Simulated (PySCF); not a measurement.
Geometry:
```tsv
atom	x (Å)	y (Å)	z (Å)
Si1	2.329	0.241	-0.337
C2	1.122	-0.499	0.929
Si3	-0.750	-0.320	0.539
Si4	-1.381	1.925	0.628
Si5	-1.306	-1.578	-1.347
Cl6	-1.676	-1.252	2.159
H7	2.125	-0.407	-1.635
H8	2.083	1.680	-0.454
H9	3.709	0.019	0.104
H10	1.354	-1.560	1.048
H11	1.322	-0.047	1.903
H12	-0.915	2.655	1.812
H13	-2.838	2.079	0.598
H14	-0.855	2.638	-0.540
H15	-0.781	-0.928	-2.551
H16	-2.758	-1.682	-1.517
H17	-0.792	-2.952	-1.349
```

Single conformer, isolated molecule, rapidly exchanging positions averaged, relativity neglected. GIAO PBE0/pcSseg-1 shieldings; GFN2-xTB geometry; PySCF 2.14.

Scale: TMS for 13C (σref 186.93) and 1H (σref 31.72) and 29Si (σref 349.16); 35Cl (σref 949.78) against HCl (reference shieldings calculated alike).

```
                  atoms  nucleus  count  δ (ppm)
H12/H13/H14/H15/H16/H17       1H      6     3.63
                     C2      13C      1      5.1
                    Cl6     35Cl      1       -4
               H7/H8/H9       1H      3     3.91
                H10/H11       1H      2     0.77
                    Si1     29Si      1        ?
                Si4/Si5     29Si      2        ?
                    Si3     29Si      1     15.2
```

Problem. Fill in the missing shifts.

Solution. 
- Si1: -78.3 ppm, silicon bonded to C, 3 H
- Si4/Si5: -108.5 ppm, silicon bonded to Si, 3 H

Shifts are as computed. Against solution values, carbons near 30 ppm lie about +3 ppm off and those near 130 ppm about +5 ppm. Of 1309 compounds with measured shifts, 239 miss one by over three times the rms of a fit or turn the order of signals round; such compounds aren't used in these exercises.
